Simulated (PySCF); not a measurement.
C4H9OSn, charge +1, singlet, geometry from GFN2-xTB (such geometries of metal compounds can be far from the true shape) (all electrons, no relativity); SA2-CASSCF(2,3)/STO-3G (PySCF).

Here is a job for PySCF.
```python
from pyscf import gto, scf, mcscf
import numpy

mol = gto.Mole()
mol.atom = '''
    Sn    0.576587    0.994045    0.993526
    O    -0.139035   -0.239699   -0.239573
    C    -0.690612   -1.190626   -1.190004
    C     0.358847   -2.273475   -1.399292
    C    -1.964629   -1.751282   -0.573342
    C    -0.975183   -0.424867   -2.474668
    H     0.005344   -3.020149   -2.104153
    H     0.576088   -2.756010   -0.445485
    H     1.273339   -1.821301   -1.785328
    H    -1.724666   -2.238924    0.372388
    H    -2.428379   -2.473179   -1.239012
    H    -2.664742   -0.936231   -0.385418
    H    -0.047645    0.009228   -2.850188
    H    -1.684972    0.377212   -2.268150
    H    -1.391985   -1.083827   -3.230555
'''
mol.basis = 'sto-3g'
mol.charge = 1
mol.spin = 0
mol.verbose = 4
mol.build()

mf = scf.RHF(mol)
mf.kernel()
mc = mcscf.CASSCF(mf, 3, 2)
mc.fix_spin_(ss=0.0)
mc = mc.state_average_([0.5, 0.5])
mc.kernel()
```

The log (banner, timings and long lists left out):

```
PySCF version 2.14.0

[INPUT] verbose = 4
[INPUT] num. atoms = 15
[INPUT] num. electrons = 90
[INPUT] charge = 1
[INPUT] spin (= nelec alpha-beta = 2S) = 0
[INPUT] symmetry False subgroup None
[INPUT] Mole.unit = angstrom
[INPUT] Symbol           X                Y                Z      unit          X                Y                Z       unit  Magmom
[...]
nuclear repulsion = 521.122193562597
number of shells = 35
number of NR pGTOs = 183
number of NR cGTOs = 61
basis = sto-3g
ecp = {}

******** <class 'pyscf.scf.hf.RHF'> ********
method = RHF
initial guess = minao
damping factor = 0
level_shift factor = 0
DIIS = <class 'pyscf.scf.diis.CDIIS'>
diis_start_cycle = 1
diis_space = 8
diis_damp = 0
SCF conv_tol = 1e-09
SCF conv_tol_grad = None
SCF max_cycles = 50
direct_scf = True
direct_scf_tol = 1e-13
Set gradient conv threshold to 3.16228e-05
Initial guess from minao.
init E= -6175.79347292383
[...]
cycle= 1 E= -6191.77408219794  delta_E=  -16  |g|= 0.536  |ddm|= 4.54
[...]
cycle= 2 E= -6191.84116852686  delta_E= -0.0671  |g|= 0.376  |ddm|= 1.12
[...]
cycle= 3 E= -6191.88463950826  delta_E= -0.0435  |g|= 0.101  |ddm|= 0.582
[...]
cycle= 4 E= -6191.88837194743  delta_E= -0.00373  |g|= 0.0157  |ddm|= 0.161
[...]
cycle= 5 E= -6191.88853384587  delta_E= -0.000162  |g|= 0.0056  |ddm|= 0.0386
[...]
cycle= 6 E= -6191.88855204004  delta_E= -1.82e-05  |g|= 0.00147  |ddm|= 0.0131
[...]
cycle= 7 E= -6191.88855364985  delta_E= -1.61e-06  |g|= 0.000233  |ddm|= 0.0045
[...]
cycle= 8 E= -6191.88855368989  delta_E= -4e-08  |g|= 4.56e-05  |ddm|= 0.000682
[...]
cycle= 9 E= -6191.88855369176  delta_E= -1.87e-09  |g|= 7.9e-06  |ddm|= 0.00016
[...]
cycle= 10 E= -6191.88855369189  delta_E= -1.28e-10  |g|= 1.37e-06  |ddm|= 2.59e-05
[...]
Extra cycle  E= -6191.88855369183  delta_E= 6.37e-11  |g|= 5.11e-07  |ddm|= 2.91e-06
converged SCF energy = -6191.88855369183

******** <class 'pyscf.mcscf.addons.StateAverageCASSCF'> ********
CAS (1e+1e, 3o), ncore = 44, nvir = 14
max_cycle_macro = 50
max_cycle_micro = 4
conv_tol = 1e-07
conv_tol_grad = None
orbital rotation max_stepsize = 0.02
orbital rotation threshold for CI restart = 0.01
augmented hessian ah_max_cycle = 30
augmented hessian ah_conv_tol = 1e-12
augmented hessian ah_linear dependence = 1e-14
augmented hessian ah_level shift = 1e-08
augmented hessian ah_start_tol = 2.5
augmented hessian ah_start_cycle = 3
augmented hessian ah_grad_trust_region = 3
kf_trust_region = 3
kf_interval = 4
ci_response_space = 4
[...]
CASCI E = -6191.77467595023  S^2 = 0.0000000
[...]
macro iter   6 ( 21 JK    4 micro), CASSCF E = -6191.77797806234  dE = -3.51413199e-04  S^2 = 0.0000000
               |grad[o]|=0.00118  |ddm|=0.00477  |maxRot[o]|=0.314
macro iter   7 ( 21 JK    4 micro), CASSCF E = -6191.77837705788  dE = -3.98995537e-04  S^2 = 0.0000000
               |grad[o]|=0.0014  |ddm|=0.00349  |maxRot[o]|=0.314
macro iter   8 ( 21 JK    4 micro), CASSCF E = -6191.77877019484  dE = -3.93136959e-04  S^2 = 0.0000000
               |grad[o]|=0.00164  |ddm|=0.000386  |maxRot[o]|=0.314
macro iter   9 ( 21 JK    4 micro), CASSCF E = -6191.78302189667  dE = -4.25170184e-03  S^2 = 0.0000000
               |grad[o]|=0.00154  |ddm|=0.0775  |maxRot[o]|=0.312
macro iter  10 ( 21 JK    4 micro), CASSCF E = -6191.79958187173  dE = -1.65599751e-02  S^2 = 0.0000000
               |grad[o]|=0.021  |ddm|=0.0917  |maxRot[o]|=0.311
macro iter  11 ( 21 JK    4 micro), CASSCF E = -6191.81729405819  dE = -1.77121865e-02  S^2 = 0.0000000
               |grad[o]|=0.0293  |ddm|=0.0448  |maxRot[o]|=0.285
macro iter  12 ( 21 JK    4 micro), CASSCF E = -6191.82611008710  dE = -8.81602890e-03  S^2 = 0.0000000
               |grad[o]|=0.0164  |ddm|=0.0407  |maxRot[o]|=0.314
macro iter  13 ( 21 JK    4 micro), CASSCF E = -6191.83785154709  dE = -1.17414600e-02  S^2 = 0.0000000
               |grad[o]|=0.0242  |ddm|=0.0563  |maxRot[o]|=0.314
macro iter  14 ( 21 JK    4 micro), CASSCF E = -6191.85014569762  dE = -1.22941505e-02  S^2 = 0.0000000
               |grad[o]|=0.0409  |ddm|=0.0661  |maxRot[o]|=0.314
macro iter  15 ( 18 JK    4 micro), CASSCF E = -6191.85622421120  dE = -6.07851359e-03  S^2 = 0.0000000
               |grad[o]|=0.0472  |ddm|=0.0597  |maxRot[o]|=0.257
macro iter  16 (  9 JK    4 micro), CASSCF E = -6191.85630637388  dE = -8.21626818e-05  S^2 = 0.0000000
               |grad[o]|=0.0102  |ddm|=0.00943  |maxRot[o]|=0.00502
macro iter  17 (  3 JK    1 micro), CASSCF E = -6191.85630639116  dE = -1.72731234e-08  S^2 = 0.0000000
               |grad[o]|=0.000123  |ddm|=7.1e-05  |maxRot[o]|=9.08e-05
1-step CASSCF converged in  17 macro (287 JK  60 micro) steps
CASSCF canonicalization
Density matrix diagonal elements [1.31821111 0.49998853 0.18180037]
CASSCF energy = -6191.85630639116
CASCI E = -6191.85630639116  E(CI) = -1.48907752502691  S^2 = 0.0000000
CASCI state-averaged energy = -6191.85630639116
CASCI energy for each state
  State 0 weight 0.5  E = -6191.90085780665 S^2 = 0.0000000
  State 1 weight 0.5  E = -6191.81175497566 S^2 = 0.0000000
```
